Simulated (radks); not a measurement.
Coulomb parameter of the 4f shell of the samarium ion Sm+ in the model configuration [Xe] 4f5 6s1 6p1, as a second difference U = [E(n + 1) + E(n - 1) - 2 E(n)] / (1)^2 with all orbitals relaxed. "Bare": the charge of the atom changes with n. "Screened": the 6p shell takes up the change at fixed total charge, which measures U(4f,4f) + U(6p,6p) - 2 U(4f,6p). Method: scalar-relativistic Kohn-Sham, LDA (Slater exchange, Perdew-Wang correlation), spin-unpolarised, spherical densities, point nucleus; computed with a radial shooting solver on a logarithmic mesh with Libxc functionals.

case            configuration  E - E(n) (eV)
start        [Xe] 4f5 6s1 6p1          0.000
bare +1      [Xe] 4f6 6s1 6p1        -10.648
bare -1      [Xe] 4f4 6s1 6p1         26.414
screened +1      [Xe] 4f6 6s1         -7.042
screened -1  [Xe] 4f4 6s1 6p2         15.528

U(bare) = 15.767 eV, U(screened by 6p) = 8.486 eV, against the Slater integral F0(4f,4f) = 27.800 eV with frozen orbitals.
